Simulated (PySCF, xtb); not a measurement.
AlHCl₂, SMILES [Cl][AlH][Cl].

Harmonic wavenumbers (cm⁻¹) from GFN2-xTB (xtb) at its own minimum, in rising order: 128, 456, 482, 587, 649, 1899.

What does PBE0-D3(BJ)/def2-TZVP in PySCF give at its own minimum? (Estimate from the structure and the level; the computed values follow.)

160, 451, 482, 585, 658, 2014. Paired by order, the mean absolute difference is 27 cm⁻¹ and the zero-point energies are 6.0 and 6.2 kcal/mol.
